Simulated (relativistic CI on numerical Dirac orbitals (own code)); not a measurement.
**Au³⁺: resonant inelastic scattering at the L2,3 edge**

Computed with this model: Dirac-Coulomb-Breit CI, orbitals from a KLI potential per configuration, model QED, valence Slater integrals scaled by 0.9, Kramers-Heisenberg scattering through one core-hole configuration in a parametric crystal field; configurations [Xe] 4f14 5d8 → [He] 2s2 2p5 3s2 3p6 3d10 4s2 4p6 4d10 4f14 5s2 5p6 5d9; 10 K; core-hole width 7.5 eV; summed over polarisations. Incident energies are the highest absorption maxima for each field (at most a few, so the weaker spin-orbit partner edge can be absent), on the computed scale of the free ion. Intensities are in per cent of the strongest line above 0.02 eV; levels within 1 cm⁻¹ are merged; final levels count from the ground level, the first row holds all elastic scattering, lines under 0.4 are left out and each table stops after 24 rows. The scale of the Slater integrals is a model choice and moves the terms in proportion.

Field parameters in Wybourne normalisation: D4h B²₀ = −7Ds, B⁴₀ = 21(Dq − Dt), B⁴₄ = 21√(5/14) Dq. The field is a parameter set, without covalency.

S is read from ⟨S²⟩ = S(S + 1).

D4h, 10Dq = 21600, Ds = -1500, Dt = -520 cm⁻¹:

```csv
Final level (eV),Degeneracy,Irrep,S,11917.2 eV
0.000,2,E,0.99,484.4
0.007,1,B2,0.99,55.9
0.962,1,A1,0.25,48.5
1.450,1,B1,0.32,16.5
2.455,1,B1,0.95,35.6
2.548,2,E,0.96,100.0
2.929,1,B2,0.92,69.9
3.095,1,A1,0.77,70.9
3.226,1,A2,0.98,56.9
3.317,1,A1,0.73,9.2
3.421,2,E,0.96,45.7
3.573,1,B1,0.97,41.1
4.024,1,A2,0.99,10.6
4.226,2,E,0.88,20.2
4.297,1,A1,0.83,5.6
4.558,1,B2,0.48,15.1
4.764,2,E,0.44,31.5
4.797,1,B2,0.90,22.9
4.936,1,B1,0.90,28.4
5.010,2,E,0.89,32.0
5.384,1,A1,0.82,19.3
5.627,2,E,0.45,11.7
6.207,1,A2,0.25,11.2
6.554,1,A1,0.92,0.6
```

D4h, 10Dq = 21600, Ds = -860, Dt = -520 cm⁻¹:

```
Final level (eV)  Degeneracy  Irrep     S  11917.2 eV
           0.000           2      E  0.99       473.8
           0.008           1     B2  0.99        53.4
           1.192           1     A1  0.26        48.4
           1.446           1     B1  0.33        17.1
           2.564           1     B1  0.94        28.3
           2.617           2      E  0.97       100.0
           2.970           1     A1  0.57        47.4
           3.103           1     B2  0.90        66.6
           3.185           1     A2  0.97        60.6
           3.194           1     A1  0.88        31.5
           3.422           2      E  0.95        42.3
           3.627           1     B1  0.99        44.7
           4.189           1     A2  0.98         6.3
           4.285           2      E  0.90        22.1
           4.440           1     A1  0.84         3.0
           4.530           1     B2  0.57        17.4
           4.794           1     B2  0.85        21.1
           4.798           2      E  0.94        32.5
           4.928           1     B1  0.89        28.8
           4.940           2      E  0.43        24.5
           5.158           1     A1  0.82        18.3
           5.580           2      E  0.34        12.1
           5.928           1     A2  0.21        10.6
           6.964           2      E  0.98         1.4
```

For the first field the strongest loss at the lowest incident energy is the level at 2.55 eV (S = 0.96, against 0.99 in the thermal ground state). Levels of other spin, the first over 8 % at 0.96 eV, appear because spin-orbit coupling of the core hole, and in heavier ions of the valence shell too, mixes spins.
